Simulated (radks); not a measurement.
Q: The table gives one normalised radial function P(r) = r R(r) (large component) of Ta3+ in [Xe] 4f14 5d2 (r in bohr). All-electron calculation, Dirac Kohn-Sham, PBE, spin-unpolarised, spherical densities, point nucleus; open shells are shared between the two j in proportion to 2j + 1. Program: a radial shooting solver on a logarithmic mesh with Libxc functionals.

| r | P |
|---|---|
| 0.003153 | 0.0082 |
| 0.004273 | 0.0120 |
| 0.005791 | 0.0176 |
| 0.007785 | 0.0257 |
| 0.01055 | 0.0373 |
| 0.0143 | 0.0529 |
| 0.01938 | 0.0716 |
| 0.02627 | 0.0896 |
| 0.0356 | 0.0986 |
| 0.04824 | 0.0846 |
| 0.06538 | 0.0345 |
| 0.08861 | -0.0490 |
| 0.1201 | -0.1263 |
| 0.1628 | -0.1249 |
| 0.2206 | -0.0019 |
| 0.2989 | 0.1630 |
| 0.4051 | 0.1884 |
| 0.5491 | -0.0099 |
| 0.7442 | -0.2705 |
| 1 | -0.3321 |
| 1.356 | -0.0859 |
| 1.838 | 0.3330 |
| 2.491 | 0.6341 |
| 3.375 | 0.6136 |
| 4.574 | 0.3450 |
| 6.2 | 0.1039 |
| 8.402 | 0.0145 |

Which n and l does it have? It may be an empty orbital.

A: n = 6, l = 1: the number of nodes gives n - l - 1 = 4, the rise at small r points to l (for j = l - 1/2 the large component starts as r^gamma with gamma = sqrt(l^2 - (Z/c)^2) = 0.85 and the r^(l+1) term takes over further out; the orbital of l - 1 with the same j starts with the same power, but with a larger coefficient, and does not steepen), and the extent must fit the shell. The curve is that of 6p1/2; the two j differ most near the nucleus, where j = l - 1/2 has the larger amplitude, and in heavy atoms j = l - 1/2 is also the more compact. 6p1/2 (empty): eigenvalue -21.053 eV, 4 radial nodes at r = 0.0749, 0.221, 0.543, 1.45 bohr, <r> = 3.12 bohr, 90 % of the charge inside 4.45 bohr.
